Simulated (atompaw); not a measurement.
**Before and after: PAW (atompaw) potential for K (Z = 19)**

potassium (K), PAW, made with atompaw 4.2.0.5 (PBE, scalar-relativistic). Core [Ne], reference 3s2 3p6 4s1 4p0. Waves: 3s (bound): rc 1.65 bohr; 4s (bound): rc 2.50 bohr; 3p (bound): rc 2.10 bohr; 4p (bound, empty): rc 2.50 bohr; 3d channel at 0.05 Ry: rc 2.30 bohr; 3d channel at 1.05 Ry: rc 2.30 bohr. Local part: troulliermartins scheme with l = 3 at -0.5 Ry, radius 1.80 bohr. Core correction: smooth core density matched at 2.15 bohr. Augmentation charge: sinc compensation charge, radius 2.25 bohr; PAW radius 2.50 bohr; waves and projectors: custom polynom vanderbiltortho.

All-electron outer shells of the reference configuration (PBE, scalar-relativistic, ld1.x):

```csv
shell,level (eV),outermost node (bohr),outermost maximum (bohr)
2s,-353.41,0.11,0.32
2p,-280.12,–,0.26
3s,-35.34,0.48,1.08
3p,-18.81,0.45,1.15
4s,-2.32,1.59,4.18
4p,-0.80,1.88,5.71
```

Change: local potential bessel scheme, radius 1.80 bohr.

Cutoffs: the cutoffs (Ry, on a coarse ladder) from which the occupation-weighted sum of valence levels, in a spherical-Bessel basis at the reference potential, stays within 10 and 1 mRy of its value at 400 Ry; they do not see the model core or the augmentation charge, which bear on the density cutoff.

Question: What does the change do?

Answer: The potential gets harder (15 Ry and 30 Ry → 18 Ry and 30 Ry); the range in which the s phases agree widens (upper end 3.1 → at the end of the scan); the range in which the p phases agree widens (upper end 1.1 → at the end of the scan); neither file shows a bound ghost.

```tsv
quantity	base	changed
cutoff, loose	15 Ry	18 Ry
cutoff, tight	30 Ry	30 Ry
bound ghosts	none	none
s: phases at 2.52 bohr within 0.05 rad from the reference energy up to (Ry; the scan ends near 5)	3.1	to the end of the scan
p: phases at 2.52 bohr within 0.05 rad from the reference energy up to (Ry; the scan ends near 5)	1.1	to the end of the scan
d: phases at 2.52 bohr within 0.05 rad from the reference energy up to (Ry; the scan ends near 5)	to the end of the scan	to the end of the scan
lowest overlap eigenvalue by channel	s 0.67, p 0.70, d 0.94	s 0.65, p 0.66, d 0.95
```

 The cutoffs see the waves, projectors and local potential, not the compensation charge or the core.
